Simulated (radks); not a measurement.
Results of a calculation; reference values are marked as such.
Effect of the nuclear size on the ruthenium ion Ru2+, [Kr] 4d6. Level of theory: Dirac Kohn-Sham, exchange-only LDA, spin-unpolarised, spherical densities, finite nucleus; open shells are shared between the two j in proportion to 2j + 1; Fermi nuclear charge, rms radius 4.4809 fm (a radial shooting solver on a logarithmic mesh with Libxc functionals). The rms radius is varied about that value; shifts are against it.

| rms radius (fm) | total energy shift (eV) | density at nucleus (e/bohr^3) | 1s1/2 shift (meV) | 2s1/2 shift (meV) | 4s1/2 shift (meV) | 5s1/2 (empty) shift (meV) |
|---|---|---|---|---|---|---|
| 3.6967 | -0.621 | 1.121e+05 | -262 | -28.6 | -0.935 | -0.123 |
| 4.2837 | -0.166 | 1.102e+05 | -70.1 | -7.64 | -0.250 | -0.033 |
| 4.4809 | 0 | 1.096e+05 | 0.000 | 0.000 | 0.000 | 0.000 |
| 4.6825 | 0.177 | 1.09e+05 | 74.6 | 8.12 | 0.266 | 0.035 |
| 4.9559 | 0.427 | 1.083e+05 | 180 | 19.6 | 0.643 | 0.085 |

Slopes of the eigenvalues against <r^2> in GHz/fm^2, as finite differences over the two radii next to the reference (eigenvalue slopes, not the field-shift constants of lines): 1s1/2 9780, 2s1/2 1070, 4s1/2 34.9, 5s1/2 (empty) 4.61.
